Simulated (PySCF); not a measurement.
## r2SCAN on Hg(2+) (mercury, charge +2)

Configuration: [Xe] 4f14 5d9 6s1, high-spin 3D determinant (an excited configuration). All numbers are calculated (PySCF 2.14, scalar relativity by spin-free X2C-1e, in x2c-TZVPPall with one added diffuse shell each of s, p, d, f type (12s8p8d4f1g, 113 functions)).

| Quantity | Value |
| --- | --- |
| Total energy | -19624.52 hartree |
| One-electron energy | -26818.67 hartree |
| Hartree (Coulomb) energy | 7571.62 hartree |
| Exchange-correlation energy | -377.47 hartree |
| ⟨S²⟩ | 2.0017 |
| ⟨L²⟩ | 6.010 |
| Sum of ⟨r⟩ | 41.32 bohr |
| Sum of ⟨r²⟩ | 44.96 bohr² |
| Traceless quadrupole moment −½Σ⟨3z² − r²⟩ along its main axis | -0.582 e·bohr² |
| Langevin diamagnetic susceptibility | -35.6 ×10⁻⁶ cm³/mol |
| Time after the integrals | about 21 core-seconds |

```tsv
shell	electrons	mean orbital energy (eV)	spread (eV)	rms radius, mean of both spins (bohr)
1s α	1	-82970.7	0	0.0187
1s β	1	-82970.7	0	0.0187
2s α	1	-14751.5	0	0.0756
2s β	1	-14751.3	0	0.0756
2p α	3	-12781.6	0.191	0.0694
2p β	3	-12781.5	0.070	0.0694
3s α	1	-3531.5	0	0.193
3s β	1	-3531.5	0	0.193
3p α	3	-2956.9	0.338	0.195
3p β	3	-2956.8	0.305	0.195
3d α	5	-2323.6	0.378	0.179
3d β	5	-2323.5	0.304	0.179
4s α	1	-801.81	0	0.424
4s β	1	-801.67	0	0.424
4p α	3	-611.39	0.679	0.452
4p β	3	-611.26	0.580	0.452
4d α	5	-376.96	0.839	0.482
4d β	5	-376.80	0.602	0.482
5s α	1	-143.82	0	0.958
5s β	1	-142.96	0	0.958
4f α	7	-120.96	0.782	0.531
4f β	7	-120.75	0.612	0.531
5p α	3	-92.288	1.531	1.10
5p β	3	-91.241	0.393	1.10
5d α	5	-32.842	1.865	1.52
5d β	4	-31.613	1.294	1.52
6s α	1	-25.395	0	2.57
```

Spin-orbit coupling, absent here, splits the open shell strongly.

Densities and radii are taken from the X2C orbitals without a picture-change correction, which distorts them close to the nucleus.
